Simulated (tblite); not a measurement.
Species: C5H14N2Si2.
Structure used (GFN2-xTB), in Å, numbered top down from 1:
```xyz
23
C5H14N2Si2 angstrom
C     -2.0098   -1.9773   -2.0323
C     -1.9497   -1.4941   -0.9387
C     -1.8516   -0.8614    0.3595
C     -0.6004    0.0365    0.4541
C      0.6854   -0.7920    0.3302
N      1.8343    0.0436    0.5630
Si     3.4016   -0.5662    0.8926
N     -0.6012    1.0692   -0.5525
Si    -1.3003    2.6221   -0.3376
H     -2.0715   -2.4239   -2.9795
H     -2.7387   -0.2421    0.5197
H     -1.8161   -1.6294    1.1363
H     -0.5989    0.5303    1.4313
H      0.6891   -1.5944    1.0719
H      0.7058   -1.2567   -0.6690
H      1.7418    0.9123    0.0553
H      3.2592   -1.4502    2.0526
H      4.0212   -1.3466   -0.1932
H      4.2031    0.6226    1.1693
H     -0.6184    0.6626   -1.4777
H     -0.9460    3.3465   -1.5554
H     -0.6810    3.1761    0.8672
H     -2.7627    2.6394   -0.1569
```

Computed values, GFN2-xTB/tblite, gas phase, harmonic and unscaled. Errors from tens to a few hundred cm⁻¹ against measured bands are possible. Modes of hydrogen on silicon can be 10 to 20 % off. One conformer, not necessarily the lowest.

Harmonic wavenumbers (cm⁻¹): 37.2, 44.3, 54.3, 83.3, 101.5, 129.6, 135.7, 193.6, 217.9, 246.3, 291.6, 335.3, 339.6, 439.7, 512.7, 522.6, 568.1, 573.9, 588.2, 604.0, 614.7, 641.1, 692.8, 747.8, 749.4, 799.8, 811.1, 820.3, 832.2, 833.7, 892.1, 896.7, 921.4, 992.8, 1037.2, 1077.7, 1125.5, 1169.0, 1174.1, 1192.4, 1222.6, 1266.5, 1310.9, 1328.5, 1378.1, 1389.4, 1438.9, 1486.5, 2157.7, 2161.3, 2236.9, 2255.9, 2279.0, 2280.6, 2292.6, 2837.3, 2941.3, 2951.1, 2962.6, 2965.8, 3396.9, 3422.4, 3424.1.

A = 1262, B = 652.1, C = 474.9 MHz; mass 158.070 u (most abundant isotopes); point group C1, symmetry number 1.

Problem. Zero-point energy?

Solution. Half the sum of the wavenumbers: 37714 cm⁻¹ = 107.83 kcal/mol.

Problem. What is S at 273.15 K and 1 bar for an ideal gas of classical rigid rotors and harmonic oscillators?

Solution. Translation 40.67, rotation 30.83, vibration 41.92: S = 113.4 cal/(mol K).

Problem. And Cp and H(273.15 K) − H(0)?

Solution. Cp = 48.49 cal/(mol K), of which vibrations give 40.54 (their classical limit is 63 R = 125.2); H(273.15 K) − H(0) = 7.96 kcal/mol without the zero-point energy, 5.79 from vibrations.

Problem. What must be added to the electronic energy to get the Gibbs energy at 273.15 K and 1 bar?

Solution. ZPE + [H(273.15 K) − H(0)] − T·S = 107.83 + 7.96 − 30.98 = 84.81 kcal/mol.

Problem. Blend soft modes into free rotors: weight 1/[1 + (100 cm⁻¹/ν̃)⁴] for the oscillator and the rest for a rotor with moment μB/(μ + B), μ = h/(8π²ν), B = 10⁻⁴⁴ kg m². What vibrational entropy results?

Solution. 37.39 cal/(mol K) in place of 41.92, which changes −T·S at 273.15 K by +1.24 kcal/mol.

Problem. Which modes carry the vibrational entropy at 273.15 K?

Solution. 37.2 cm⁻¹: 5.23; 44.3 cm⁻¹: 4.88; 54.3 cm⁻¹: 4.48; 83.3 cm⁻¹: 3.64; 101.5 cm⁻¹: 3.26; 129.6 cm⁻¹: 2.78 cal/(mol K); the other 57 give 17.64 together.

Problem. How do the functions run with temperature in this model?

Solution. 
```
 T (K)  S (cal/(mol K))  Cp (cal/(mol K))  H − H(0) (kcal/mol)  G − H(0) (kcal/mol)  ln q(vib)
    50             64.5              17.3                 0.60                -2.62       1.19
   100             78.9              24.6                 1.66                -6.22       3.36
298.15            117.8              51.9                 9.21               -25.91      11.40
373.15            130.5              61.3                13.46               -35.23      14.28
   500            150.3              74.2                22.09               -53.06      19.00
   750            184.0              91.7                42.99               -94.98      27.71
  1000            212.0             103.0                67.43              -144.57      35.58
```

q(vib) and H(0) count from the zero-point level.

Hindered rotation and anharmonicity are outside this model. Other conformers, if any are populated, would add a mixing term that is left out. The structure is chiral; the term R ln 2 for an equal mix with its mirror image is left out.

On one thread of an Arm Neoverse N1, no GPU (shared host), this took 2.0 s of wall time. This covers the Hessian and the dipole derivatives.
